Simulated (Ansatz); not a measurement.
Input for Ansatz (a quantum-chemistry and plane-wave program): R-BLYP/def2-TZVPP on HF (SMILES F).

Ansatz 0.2 input:
```yaml
crystal:
  periodic: [false, false, false]
  atoms:
    - {symbol: F, position_ang: [-0.00000000, 0.00000000, 0.46222970]}
    - {symbol: H, position_ang: [0.00000000, -0.00000000, -0.46222970]}
basis:
  gaussian:
    orbitals: def2-TZVPP
hamiltonian:
  xc: {name: BLYP}
scf: {lower_state_search: off}
```

The log:

```
WARN ansatz: RAYON_NUM_THREADS=4 ignored (pool sized by the plan → 4); use --threads N
Functional definition: BLYP
these checks for a lower state are left out or cut short: stability, starts, cluster_reference, orbital_swaps, neighbouring_geometries, increment
integrals: 0.00 GiB planned
215 factors; their error is unknown
mean field: 0.08 GiB planned
mean field evaluation 1: about -2732.4244 eV, gradient 3.7e1 eV
mean field evaluation 2: about -2727.0698 eV, gradient 7.4e1 eV
mean field evaluation 4: about -2734.2415 eV, gradient 4.1e-1 eV
mean field evaluation 8: about -2734.2406 eV, gradient 1.4e-3 eV
mean field -2734.24055052 eV, -100.4814868967 hartree, gradient 1.0e-6 eV, S^2 0.000000; 0 other end points of the search recorded, 0 dependent functions left out
reference -2734.24067429 eV, -100.4814914451 hartree; 5, 5 occupied and 40, 40 virtual orbitals, 215 factors
Total energy: -2734.24067429 eV, -100.4814914451 hartree
Checks for a lower state left out: stability, starts, cluster_reference, orbital_swaps, neighbouring_geometries, increment
```

Self-consistency was reached.

Cost: roughly 0.25 core-seconds.
